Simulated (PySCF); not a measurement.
**Correlation energy of S²⁺ (sulfur, charge +2)**

[Ne] 3s1 3p2 3d1, one real determinant (an excited configuration). Computed with PySCF 2.14 in aug-cc-pwCVDZ, with no relativity, point nucleus. Frozen: [Ne]; 4 electrons correlated.

| level | correlation energy (mhartree) |
| --- | --- |
| CCSD | -54.81 |
| (T) | -3.42 |
| CCSD(T) | -58.23 |
| CCSDT | -58.48 |

Diagnostics: T1 = 0.026, D1 = 0.0718, largest double amplitude 0.515.

Q: Is a single reference adequate?

A: Not fully. The real determinant used has ⟨L²⟩ near 8 against 12 for a pure F term, so it mixes terms. The outer electron is Rydberg-like, and this basis confines it to a smaller radius and binds it less than a complete one would. A double-excitation amplitude exceeds 0.15, a sign of near-degeneracy.

The reference is one real determinant that mixes LS terms of this configuration.
